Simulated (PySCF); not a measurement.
# Electron correlation in B (boron, neutral)

[He] 2s1 2p1 3s1, high-spin 4P determinant (an excited configuration). All numbers are calculated (PySCF 2.14, the spin-free X2C one-electron Hamiltonian (Gaussian nucleus), in dyall-acv3z). Frozen: 1s2; 3 electrons correlated; the 18 highest virtual orbitals of each spin left out.

```
  level  correlation energy (mhartree)
   CCSD                         -10.07
    (T)                          -0.09
CCSD(T)                         -10.16
```

Diagnostics: T1 = 0.010, D1 = 0.0243, largest double amplitude 0.042.

The outer electron is Rydberg-like, and this basis confines it to a smaller radius and binds it less than a complete one would.

Cost of the coupled-cluster step: roughly 3 core-seconds, for 3 correlated electrons.

Iterations:

```
CC2 = 0
CCSD nocc = (np.int64(3), np.int64(0)), nmo = (57, 57)
frozen orbitals [[0, 58, 59, 60, 61, 62, 63, 64, 65, 66, 67, 68, 69, 70, 71, 72, 73, 74, 75], [0, 58, 59, 60, 61, 62, 63, 64, 65, 66, 67, 68, 69, 70, 71, 72, 73, 74, 75]]
max_cycle = 100
direct = 0
conv_tol = 1e-08
conv_tol_normt = 1e-06
diis_space = 8
diis_start_cycle = 0
Init t2, MP2 energy = -0.00597238749203914
Init E_corr(UCCSD) = -0.00597238749205726
cycle = 1  E_corr(UCCSD) = -0.00807254889177366  dE = -0.0021001614  norm(t1,t2) = 0.0276799
cycle = 2  E_corr(UCCSD) = -0.00897406001066339  dE = -0.000901511119  norm(t1,t2) = 0.0156862
cycle = 3  E_corr(UCCSD) = -0.00997817886904406  dE = -0.00100411886  norm(t1,t2) = 0.00985167
cycle = 4  E_corr(UCCSD) = -0.00997009226670922  dE = 8.08660233e-06  norm(t1,t2) = 0.00396952
cycle = 5  E_corr(UCCSD) = -0.0100666405592961  dE = -9.65482926e-05  norm(t1,t2) = 0.00225929
cycle = 6  E_corr(UCCSD) = -0.0100672289431969  dE = -5.88383901e-07  norm(t1,t2) = 0.00225245
cycle = 7  E_corr(UCCSD) = -0.0100612697319922  dE = 5.9592112e-06  norm(t1,t2) = 0.00190695
cycle = 8  E_corr(UCCSD) = -0.0100737273087496  dE = -1.24575768e-05  norm(t1,t2) = 0.000152734
cycle = 9  E_corr(UCCSD) = -0.0100692165055276  dE = 4.51080322e-06  norm(t1,t2) = 4.43486e-05
cycle = 10  E_corr(UCCSD) = -0.0100703135400932  dE = -1.09703457e-06  norm(t1,t2) = 1.34477e-05
cycle = 11  E_corr(UCCSD) = -0.0100702955611816  dE = 1.79789116e-08  norm(t1,t2) = 2.39714e-06
cycle = 12  E_corr(UCCSD) = -0.0100702822940582  dE = 1.32671234e-08  norm(t1,t2) = 9.6922e-07
cycle = 13  E_corr(UCCSD) = -0.0100702825158397  dE = -2.21781527e-10  norm(t1,t2) = 7.46247e-07
UCCSD converged
E(UCCSD) = -24.25536519729893  E_corr = -0.01007028251583973
UCCSD(T) correction = -9.05153814183644e-05
```
